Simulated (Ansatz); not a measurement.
One change: `N=C(O)Br` becomes `N=C(O)[O][InH2]`.

Ansatz, PBE0-D4/def2-TZVP geometries, multiplicity 1. Each molecule was computed in one conformer, which needn't be the lowest.

Elements past krypton have def2 core potentials. Scalar relativity is left out up to krypton. Spin–orbit coupling is left out; it splits and shifts lone-pair levels of the heavy atoms by tenths of an eV.

```tsv
property	`N=C(O)Br`
HOMO energy (PBE/def2-TZVPP) / eV	-6.78
HOMO–LUMO gap (B3LYP/def2-TZVPP) / eV	7.27
LUMO energy (B3LYP/def2-TZVPP) / eV	-0.71
size of the dipole moment (B3LYP/def2-TZVPP) / D	3.02
size of the dipole moment (PBE/def2-TZVPP) / D	3.00
HOMO–LUMO gap (PBE/def2-TZVPP) / eV	5.46
```

Problem. What does the change do to each property? (Estimate.)

Solution. Computed: 
```csv
property,`N=C(O)[O][InH2]`,shift
HOMO energy (PBE/def2-TZVPP) / eV,-5.76,1.02
HOMO–LUMO gap (B3LYP/def2-TZVPP) / eV,4.38,-2.89
LUMO energy (B3LYP/def2-TZVPP) / eV,-2.50,-1.79
size of the dipole moment (B3LYP/def2-TZVPP) / D,3.91,0.89
size of the dipole moment (PBE/def2-TZVPP) / D,3.68,0.68
HOMO–LUMO gap (PBE/def2-TZVPP) / eV,2.85,-2.61
```

With PBE0 the HOMO rises by 1.14 eV and the LUMO falls by 1.83 eV, so the gap narrows by about 2.97 eV. PBE moves the HOMO by 1.02 eV and ωB97M-V by 1.04 eV. Dipoles are sizes alone; their direction can turn.

B3LYP here is the variant with VWN-RPA as its local correlation; programs differ in this.
